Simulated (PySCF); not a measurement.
Ionisation energy of Ar²⁺ by level of theory

Ar²⁺ [Ne] 3s2 3p4 (3P) → Ar³⁺ [Ne] 3s2 3p3 (4S), as a difference of total energies. Calculation: PySCF 2.14, in def2-TZVPPD; the non-relativistic Hamiltonian (point nucleus). Correlated levels: valence and next inner shell: 1s2 frozen. The calculations carry no spin-orbit coupling.

```csv
method,ionisation energy (eV)
UHF,39.381
MP2 (valence and next inner shell),40.201
SCS-MP2 (valence and next inner shell),40.275
CCSD (valence and next inner shell),40.310
CCSD(T) (valence and next inner shell),40.337
```

Q: How much does correlation contribute at CCSD(T) (valence and next inner shell)?

A: 40.337 − (39.381) = 0.956 eV, measured against UHF.

A first-order spin-orbit estimate (lowest level to lowest level, LS coupling) adds 0.064 eV.

Errors of the correlated levels include the incompleteness of this basis and the frozen core.

For comparison: 40.735 ± 0.012 eV (semi-empirical (NIST evaluation); NIST Atomic Spectra Database, ionization energies).
